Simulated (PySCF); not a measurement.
# Ionisation energy of Sr¹⁷⁺ by level of theory

Sr¹⁷⁺ [Ar] 3d3 (4F) → Sr¹⁸⁺ [Ar] 3d2 (3F), as a difference of total energies. Calculation: PySCF 2.14, in an even-tempered Gaussian basis (17 s from 1.4 bohr⁻², ratio 2.5; 11 p from 1.8 bohr⁻², ratio 2.5; 8 d from 1.8 bohr⁻², ratio 2.5; 4 f from 7.2 bohr⁻², ratio 2.7; 4 g from 11 bohr⁻², ratio 2.7); the non-relativistic Hamiltonian (point nucleus). Correlated levels: outer shells: [Ne] frozen; virtual orbitals above 40 to 60 times the deepest correlated orbital energy dropped. The calculations carry no spin-orbit coupling.

Q: Order these methods by the ionisation energy they give, lowest first.
A. MP2 (outer shells)
B. B97-3
C. UHF
D. r2SCAN

A: C (667.41 eV), A (667.89 eV), B (668.30 eV), D (668.89 eV).

A first-order spin-orbit estimate (lowest level to lowest level, LS coupling) adds -0.085 eV.

All relativistic terms are absent from these numbers, so their closeness to the reference says little about the methods.

For comparison: 665 ± 3 eV (theoretical estimate listed by NIST; NIST Atomic Spectra Database, ionization energies).
